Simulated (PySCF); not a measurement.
Compound: C6H4Cl2F (doublet state).
Numbering: `[CH3:1][C@H:2]1[C:3]=[C:4]([Cl:5])[C:6]([Cl:7])=[C:8]1[F:9]` (hydrogens: H10, H11, H12 on C1; H13 on C2)

Theory: UKS B3LYP, pcH-1 on C Cl F H, non-relativistic, mean-field spin-orbit, GIAO in PySCF. Isolated species at its GFN2-xTB geometry, gas phase. A GFN2-xTB geometry isn't a minimum of the functional, and hyperfine couplings can be far from their values at a DFT geometry. No stability test was run, so a lower SCF solution isn't excluded.

What is the g tensor, term by term?

| Δg (ppm) | 1 | 2 | 3 |
| --- | --- | --- | --- |
| relativistic mass correction | -169 | -169 | -169 |
| gauge correction | 24 | 12 | -7 |
| orbital Zeeman/spin–orbit | -2938 | 563 | 968 |
| total | -3083 | 407 | 792 |

So g = 1.99924, 2.00273, 2.00311 and g_iso = 2.00169; the tensor is close to axial: the two nearest values differ by 10 % of g3 − g1. Axes: g1 points within 1° of the C3–C4 bond.

What are the electron Larmor frequencies g μB B/h along the three axes at 3350 mT?

93.7390, 93.9027, 93.9207 GHz for g1, g2 and g3, a range of 181.7 MHz.

Average each term over the three axes. Which is largest in size?

The orbital-Zeeman/spin–orbit term -469, the mass correction -169 and the gauge correction 10 ppm, for a total of -628 ppm. The orbital-Zeeman/spin–orbit term is the largest in size. The mass correction is the same along every axis, so the anisotropy comes from the other two: their spans along these axes are 31 (gauge) and 3906 ppm (orbital Zeeman/spin–orbit).

At 9.799 GHz, how far is the centre of the isotropic spectrum from where a free electron (g = 2.002319) resonates?

B = hν/(g μB) with μB/h = 13.99624 MHz/mT gives 349.65 mT for the free electron and 349.76 mT at g_iso, 0.11 mT higher.

In a frozen sample, at which fields do the three g values resonate at 9.5, 34, 94 and 263 GHz (hyperfine left aside), and which band first spreads them over more than twice a line width of 0.5 mT?

```csv
band,GHz,B(g3) mT,B(g2) mT,B(g1) mT,spread mT
X,9.5,338.85,338.91,339.51,0.66
Q,34.0,1212.72,1212.96,1215.08,2.35
W,94.0,3352.83,3353.47,3359.33,6.50
J,263.0,9380.78,9382.59,9398.97,18.18
```

The spread grows in proportion to the frequency. Q band is the first where it exceeds 1.0 mT.

The largest Mulliken spin populations are on C3 (+1.04), C4 (-0.12) and C6 (+0.07). No atom but C3 exceeds +0.15.

The HOMO–LUMO gaps are 5.23 eV among the α and 2.80 eV among the β orbitals.
